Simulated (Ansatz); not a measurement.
Reaction (formal exchange of groups at the Si–O bond): `F[SiH]([SeH])O[SiH3]` + `[SH][SnH3]` → `[SiH3][SnH2][SH]` + `O[SiH](F)[SeH]`

Computed with Ansatz on PBE0-D4/def2-TZVP structures; ΔE is electronic, products minus reactants. CCSD(T)/CBS adds triple-zeta CCSD(T) − MP2 to the extrapolated MP2 energy (def2 sets, frozen cores). Functionals use def2-TZVPP. Elements past krypton have def2 core potentials. For Se, Sn outer-core shells are correlated without core-valence functions, which leaves a few kJ/mol of doubt a bond. Scalar relativity is left out up to krypton. One conformer a species, not always the lowest.

CCSD(T)/CBS gives +0.71 eV.

Task: Another level gave +0.82 eV. Which?
A. ωB97M-V/def2-TZVPP
B. revPBE/def2-TZVPP
C. BLYP-D4/def2-TZVPP
D. SCS-MP2/def2-TZVPP

Result: D. SCS-MP2/def2-TZVPP 0.82, BLYP-D4 0.68, ωB97M-V 0.74, revPBE 0.46 eV.

Largest T1 diagnostic among the species: 0.013.

From BLYP to BHLYP (50 % exact exchange), in def2-TZVPP and without D4, ΔE moves by +0.19 eV. In def2-TZVPP, CCSD(T) changes the Hartree–Fock value by −0.24 eV (the triples alone add −0.03 eV) and MP2 by −0.23 eV. Leaving LDA and LC-ωPBE aside and taking each functional with its dispersion term where it has one, the values, not all of them listed here, spread over 0.35 eV, from PBE-D4 to BHLYP-D4. LDA lies +0.05 eV from PBE without D4.
